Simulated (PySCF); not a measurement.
Compound: C₄H₄O₃.
Bonds: O1–C2 (double), C2–C3, C3–C4, C4–C5, C5–O6 (double), C5–O7, C2–O7. Hydrogens: H8, H9 on C3; H10, H11 on C4.

The calculation used TDDFT CAM-B3LYP/def2-SVPD, vertical, gas phase, core orbitals frozen in the response (PySCF 2.14.0, density-fitted response routines). Isolated species at its PBE0-D3(BJ)/def2-SVP geometry, gas phase.

Broadening: Gaussians 0.3 eV wide at half height, area fixed by f = 4.319×10⁻⁹ ∫ε dν̃. The width is an assumption, not a result. The curve ends short of the highest state used, and states not computed would add to its high-energy end.

```csv
E (eV),ε (L mol⁻¹ cm⁻¹)
5.09,0
5.24,6
5.39,48
5.53,95
5.68,52
5.83,7
5.97,0
6.12,0
6.27,0
6.42,0
6.56,0
6.71,0
6.86,0
7.01,0
7.15,0
7.30,0
7.45,5
7.60,47
7.74,150
7.89,1733
8.04,15022
8.19,35192
8.33,24607
8.48,6167
```

(1) Where are the band maxima, and which computed states make them?

(2) On this curve, what absorbance would a 10⁻³ mol/L sample give at 222 nm over a 1 cm path?

(3) Coming from long wavelengths, where does ε first pass 100 L mol⁻¹ cm⁻¹?

Answers

(1) 224 nm (5.54 eV), ε about 95, made up of S1 (100%); 151 nm (8.21 eV), ε about 36000, made up of S6 (95%) (ε in L mol⁻¹ cm⁻¹; maxima over ε = 5, shares over 10%). The states used: S1 5.54 eV (f 0.0011); S2 5.82 eV (f 0.0000); S3 7.72 eV (f 0.0000); S4 7.75 eV (f 0.0010); S5 7.97 eV (f 0.0006); S6 8.20 eV (f 0.378); S7 8.37 eV (f 0.045); S8 8.78 eV (f 0.015); S9 9.00 eV (f 0.0000); S10 9.08 eV (f 0.0018).

(2) 222 nm is 5.585 eV, where ε is about 90 L mol⁻¹ cm⁻¹, so A = ε c l ≈ 0.09 (Beer–Lambert, with the gas-phase spectrum and the assumed width).

(3) At about 161 nm (7.69 eV), 2.15 eV above S1.

All these states lie below the vertical ionisation energy of 11.04 eV (ΔSCF).
